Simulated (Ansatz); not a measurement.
Ansatz (a quantum-chemistry and plane-wave program) input for Te(Me)(SiMe3) (C4H12SiTe), SMILES C[Te][Si](C)(C)C, B3LYP-D3(BJ)/def2-SVP. 

Ansatz 0.2 input:
```yaml
crystal:
  periodic: [false, false, false]
  atoms:
    - {symbol: Te, position_ang: [0.03447255, 1.04892357, 0.58534866]}
    - {symbol: C, position_ang: [2.09899929, 1.06983166, -0.05190595]}
    - {symbol: H, position_ang: [2.61674048, 0.19066561, 0.30509818]}
    - {symbol: H, position_ang: [2.57028211, 1.94875156, 0.36317239]}
    - {symbol: H, position_ang: [2.16252236, 1.11234106, -1.13014819]}
    - {symbol: Si, position_ang: [-0.43251816, -1.16911788, -0.52789210]}
    - {symbol: C, position_ang: [-2.29847397, -1.49346416, -0.34667515]}
    - {symbol: C, position_ang: [0.54447004, -2.58350303, 0.30697687]}
    - {symbol: C, position_ang: [0.03840950, -1.12349502, -2.37843563]}
    - {symbol: H, position_ang: [-2.57001671, -2.44885439, -0.78285574]}
    - {symbol: H, position_ang: [-2.59294927, -1.50940413, 0.69746670]}
    - {symbol: H, position_ang: [-2.88185936, -0.72405116, -0.84137754]}
    - {symbol: H, position_ang: [0.30013509, -2.66010794, 1.36249466]}
    - {symbol: H, position_ang: [1.61500900, -2.41737706, 0.22870015]}
    - {symbol: H, position_ang: [0.32807141, -3.54255515, -0.15405726]}
    - {symbol: H, position_ang: [1.10606815, -0.96929607, -2.50345212]}
    - {symbol: H, position_ang: [-0.47413585, -0.31851546, -2.89690786]}
    - {symbol: H, position_ang: [-0.21761471, -2.05418843, -2.87553484]}
basis:
  gaussian:
    orbitals: def2-SVP
hamiltonian:
  xc: b3lyp
  dispersion: d3bj
relax: {f_tol: 0.002, max_steps: 200}
```

Log of the run:

```
WARN ansatz: RAYON_NUM_THREADS=2 ignored (pool sized by the plan → 2); use --threads N
Functional definition: B3LYP
integrals: 0.19 GiB planned
1860 factors; integrals over basis functions are off by at most 4.0e-4 eV
mean field: 1.23 GiB planned
mean field evaluation 1: about -19495.8610 eV, gradient 8.5e1 eV
mean field evaluation 2: about -19483.9598 eV, gradient 1.0e2 eV
mean field evaluation 4: about -19513.4593 eV, gradient 5.5e0 eV
mean field evaluation 8: about -19513.5600 eV, gradient 1.0e-1 eV
mean field evaluation 16: about -19513.5600 eV, gradient 1.8e-5 eV
mean field -19513.56000905 eV, -717.1101035667 hartree, gradient 1.8e-5 eV, S^2 0.000000; 0 other end points of the search recorded, 0 dependent functions left out
the calculation of the forces begins
reference -19513.56030626 eV, -717.1101144888 hartree; 37, 37 occupied and 123, 123 virtual orbitals, 1860 factors
relax step   1: F+E_penalty+E_count = -19514.45001399 eV  Δ(F+E_penalty+E_count) = +0.000e0 eV  max|allowed force component| = 7.908e-1 eV/Å  Δτ_max = 0.0000 Å  (27 SCF iters, accepted)
these checks for a lower state are left out or cut short: starts, cluster_reference, orbital_swaps, neighbouring_geometries, increment
integrals: 0.19 GiB planned
1860 factors; integrals over basis functions are off by at most 4.2e-4 eV
mean field: 1.23 GiB planned
[...]
integrals: 0.19 GiB planned
1860 factors; integrals over basis functions are off by at most 4.3e-4 eV
mean field: 1.24 GiB planned
mean field -19513.64089746 eV, -717.1130761609 hartree, gradient 1.1e-5 eV, S^2 0.000000; 0 other end points of the search recorded, 0 dependent functions left out
the calculation of the forces begins
reference -19513.64119414 eV, -717.1130870637 hartree; 37, 37 occupied and 123, 123 virtual orbitals, 1860 factors
relax step   6: F+E_penalty+E_count = -19514.53737516 eV  Δ(F+E_penalty+E_count) = -1.259e-4 eV  max|allowed force component| = 1.595e-2 eV/Å  Δτ_max = 0.0053 Å  (23 SCF iters, accepted)
these checks for a lower state are left out or cut short: starts, cluster_reference, orbital_swaps, neighbouring_geometries, increment
integrals: 0.19 GiB planned
1860 factors; integrals over basis functions are off by at most 4.2e-4 eV
mean field: 1.24 GiB planned
mean field -19513.64102492 eV, -717.1130808447 hartree, gradient 6.3e-6 eV, S^2 0.000000; 0 other end points of the search recorded, 0 dependent functions left out
the calculation of the forces begins
reference -19513.64132158 eV, -717.1130917469 hartree; 37, 37 occupied and 123, 123 virtual orbitals, 1860 factors
relax step   7: F+E_penalty+E_count = -19514.53764470 eV  Δ(F+E_penalty+E_count) = -2.695e-4 eV  max|allowed force component| = 2.886e-3 eV/Å  Δτ_max = 0.0302 Å  (32 SCF iters, accepted)
these checks for a lower state are left out or cut short: starts, cluster_reference, orbital_swaps, neighbouring_geometries, increment
integrals: 0.19 GiB planned
1860 factors; integrals over basis functions are off by at most 4.2e-4 eV
mean field: 1.24 GiB planned
mean field -19513.64109706 eV, -717.1130834961 hartree, gradient 6.3e-6 eV, S^2 0.000000; 0 other end points of the search recorded, 0 dependent functions left out
the calculation of the forces begins
reference -19513.64139375 eV, -717.1130943992 hartree; 37, 37 occupied and 123, 123 virtual orbitals, 1860 factors
relax step   8: F+E_penalty+E_count = -19514.53777656 eV  Δ(F+E_penalty+E_count) = -1.319e-4 eV  max|allowed force component| = 9.592e-3 eV/Å  Δτ_max = 0.0196 Å  (32 SCF iters, accepted)
these checks for a lower state are left out or cut short: starts, cluster_reference, orbital_swaps, neighbouring_geometries, increment
integrals: 0.19 GiB planned
1860 factors; integrals over basis functions are off by at most 4.3e-4 eV
mean field: 1.23 GiB planned
mean field evaluation 64: about -19513.6200 eV, gradient 1.0e0 eV
mean field -19513.64133655 eV, -717.1130922970 hartree, gradient 6.2e-6 eV, S^2 0.000000; 0 other end points of the search recorded, 0 dependent functions left out
the calculation of the forces begins
reference -19513.64163335 eV, -717.1131032044 hartree; 37, 37 occupied and 123, 123 virtual orbitals, 1860 factors
relax step   9: F+E_penalty+E_count = -19514.53793272 eV  Δ(F+E_penalty+E_count) = -1.562e-4 eV  max|allowed force component| = 1.634e-2 eV/Å  Δτ_max = 0.0350 Å  (32 SCF iters, accepted)
these checks for a lower state are left out or cut short: starts, cluster_reference, orbital_swaps, neighbouring_geometries, increment
integrals: 0.19 GiB planned
1860 factors; integrals over basis functions are off by at most 4.3e-4 eV
mean field: 1.24 GiB planned
mean field -19513.64163025 eV, -717.1131030905 hartree, gradient 2.6e-5 eV, S^2 0.000000; 0 other end points of the search recorded, 0 dependent functions left out
the calculation of the forces begins
reference -19513.64192722 eV, -717.1131140039 hartree; 37, 37 occupied and 123, 123 virtual orbitals, 1860 factors
relax step  10: F+E_penalty+E_count = -19514.53804272 eV  Δ(F+E_penalty+E_count) = -1.100e-4 eV  max|allowed force component| = 3.584e-2 eV/Å  Δτ_max = 0.0430 Å  (29 SCF iters, accepted)
these checks for a lower state are left out or cut short: starts, cluster_reference, orbital_swaps, neighbouring_geometries, increment
integrals: 0.19 GiB planned
1860 factors; integrals over basis functions are off by at most 4.3e-4 eV
mean field: 1.23 GiB planned
mean field -19513.64169011 eV, -717.1131052902 hartree, gradient 2.0e-5 eV, S^2 0.000000; 0 other end points of the search recorded, 0 dependent functions left out
the calculation of the forces begins
reference -19513.64198711 eV, -717.1131162048 hartree; 37, 37 occupied and 123, 123 virtual orbitals, 1860 factors
relax step  11: F+E_penalty+E_count = -19514.53810602 eV  Δ(F+E_penalty+E_count) = -6.330e-5 eV  max|allowed force component| = 2.942e-2 eV/Å  Δτ_max = 0.0141 Å  (23 SCF iters, accepted)
these checks for a lower state are left out or cut short: starts, cluster_reference, orbital_swaps, neighbouring_geometries, increment
integrals: 0.19 GiB planned
1860 factors; integrals over basis functions are off by at most 4.3e-4 eV
mean field: 1.24 GiB planned
mean field -19513.64162702 eV, -717.1131029718 hartree, gradient 6.3e-6 eV, S^2 0.000000; 0 other end points of the search recorded, 0 dependent functions left out
the calculation of the forces begins
reference -19513.64192404 eV, -717.1131138870 hartree; 37, 37 occupied and 123, 123 virtual orbitals, 1860 factors
relax step  12: F+E_penalty+E_count = -19514.53816240 eV  Δ(F+E_penalty+E_count) = -5.638e-5 eV  max|allowed force component| = 7.968e-3 eV/Å  Δτ_max = 0.0274 Å  (31 SCF iters, accepted)
these checks for a lower state are left out or cut short: starts, cluster_reference, orbital_swaps, neighbouring_geometries, increment
integrals: 0.19 GiB planned
1860 factors; integrals over basis functions are off by at most 4.2e-4 eV
mean field: 1.24 GiB planned
mean field evaluation 96: about -19513.6418 eV, gradient 6.0e-6 eV
mean field -19513.64183097 eV, -717.1131104667 hartree, gradient 6.3e-6 eV, S^2 0.000000; 0 other end points of the search recorded, 0 dependent functions left out
the calculation of the forces begins
reference -19513.64212816 eV, -717.1131213881 hartree; 37, 37 occupied and 123, 123 virtual orbitals, 1860 factors
relax step  13: F+E_penalty+E_count = -19514.53814294 eV  Δ(F+E_penalty+E_count) = +1.946e-5 eV  max|allowed force component| = 1.313e-2 eV/Å  Δτ_max = 0.0258 Å  (32 SCF iters, rejected (line search))
these checks for a lower state are left out or cut short: starts, cluster_reference, orbital_swaps, neighbouring_geometries, increment
integrals: 0.19 GiB planned
1860 factors; integrals over basis functions are off by at most 4.2e-4 eV
mean field: 1.23 GiB planned
mean field -19513.64160500 eV, -717.1131021623 hartree, gradient 2.4e-5 eV, S^2 0.000000; 0 other end points of the search recorded, 0 dependent functions left out
the calculation of the forces begins
reference -19513.64190204 eV, -717.1131130786 hartree; 37, 37 occupied and 123, 123 virtual orbitals, 1860 factors
relax step  14: F+E_penalty+E_count = -19514.53817631 eV  Δ(F+E_penalty+E_count) = -1.390e-5 eV  max|allowed force component| = 6.331e-3 eV/Å  Δτ_max = 0.0125 Å  (25 SCF iters, accepted)
these checks for a lower state are left out or cut short: starts, cluster_reference, orbital_swaps, neighbouring_geometries, increment
integrals: 0.19 GiB planned
1860 factors; integrals over basis functions are off by at most 4.2e-4 eV
mean field: 1.23 GiB planned
mean field -19513.64172875 eV, -717.1131067103 hartree, gradient 1.1e-5 eV, S^2 0.000000; 0 other end points of the search recorded, 0 dependent functions left out
the calculation of the forces begins
reference -19513.64202587 eV, -717.1131176292 hartree; 37, 37 occupied and 123, 123 virtual orbitals, 1860 factors
relax step  15: F+E_penalty+E_count = -19514.53818480 eV  Δ(F+E_penalty+E_count) = -8.494e-6 eV  max|allowed force component| = 5.427e-3 eV/Å  Δτ_max = 0.0072 Å  (24 SCF iters, accepted)
these checks for a lower state are left out or cut short: starts, cluster_reference, orbital_swaps, neighbouring_geometries, increment
integrals: 0.19 GiB planned
1860 factors; integrals over basis functions are off by at most 4.2e-4 eV
mean field: 1.23 GiB planned
mean field -19513.64168719 eV, -717.1131051829 hartree, gradient 3.4e-5 eV, S^2 0.000000; 0 other end points of the search recorded, 0 dependent functions left out
the calculation of the forces begins
reference -19513.64198428 eV, -717.1131161008 hartree; 37, 37 occupied and 123, 123 virtual orbitals, 1860 factors
relax step  16: F+E_penalty+E_count = -19514.53818854 eV  Δ(F+E_penalty+E_count) = -3.738e-6 eV  max|allowed force component| = 1.070e-3 eV/Å  Δτ_max = 0.0015 Å  (20 SCF iters, accepted)
integrals: 0.19 GiB planned
1860 factors; integrals over basis functions are off by at most 4.2e-4 eV
mean field: 1.23 GiB planned
mean field evaluation 128: about -19513.6417 eV, gradient 3.8e-4 eV
mean field -19513.64168719 eV, -717.1131051829 hartree, gradient 3.4e-5 eV, S^2 0.000000; 1 other end points of the search recorded, 0 dependent functions left out
the calculation of the forces begins
reference -19513.64198428 eV, -717.1131161008 hartree; 37, 37 occupied and 123, 123 virtual orbitals, 1860 factors
Total energy: -19514.53848563 eV, -717.1460619175 hartree
Atom 0 at     0.010086     1.070360     0.494354 Å, force     0.000086     0.000748     0.000454 eV/Å
Atom 1 at     2.142314     1.009624    -0.004860 Å, force    -0.000134    -0.000187    -0.000804 eV/Å
Atom 2 at     2.610607     0.142790     0.476916 Å, force     0.000111     0.000063     0.000398 eV/Å
Atom 3 at     2.588827     1.934969     0.380795 Å, force    -0.000272    -0.000184     0.000259 eV/Å
Atom 4 at     2.266051     0.963580    -1.093607 Å, force     0.000101    -0.000003    -0.000053 eV/Å
Atom 5 at    -0.458220    -1.180426    -0.570659 Å, force     0.000155    -0.000782    -0.000255 eV/Å
Atom 6 at    -2.300709    -1.506734    -0.343908 Å, force     0.001044     0.000571    -0.000217 eV/Å
Atom 7 at     0.565994    -2.512262     0.286467 Å, force    -0.000581     0.001070    -0.000654 eV/Å
Atom 8 at    -0.011259    -1.119307    -2.402031 Å, force    -0.000451    -0.000672     0.000883 eV/Å
Atom 9 at    -2.569918    -2.479324    -0.789642 Å, force    -0.000161    -0.000033     0.000094 eV/Å
Atom 10 at    -2.572491    -1.534498     0.723073 Å, force    -0.000167    -0.000159    -0.000034 eV/Å
Atom 11 at    -2.906694    -0.728398    -0.833850 Å, force    -0.000295    -0.000179     0.000119 eV/Å
Atom 12 at     0.313932    -2.573818     1.356321 Å, force     0.000145    -0.000226     0.000098 eV/Å
Atom 13 at     1.643945    -2.301421     0.202254 Å, force     0.000098    -0.000356     0.000273 eV/Å
Atom 14 at     0.378423    -3.497511    -0.174283 Å, force     0.000107    -0.000175     0.000094 eV/Å
Atom 15 at     1.054342    -0.878834    -2.544157 Å, force     0.000019     0.000219    -0.000124 eV/Å
Atom 16 at    -0.605496    -0.355059    -2.926167 Å, force     0.000081     0.000122    -0.000218 eV/Å
Atom 17 at    -0.202123    -2.097148    -2.877001 Å, force     0.000115     0.000165    -0.000311 eV/Å
Dipole moment:     0.096120    -0.300661    -0.177194 e Å
```

The run converged.

Cost: roughly 3 core-minutes.
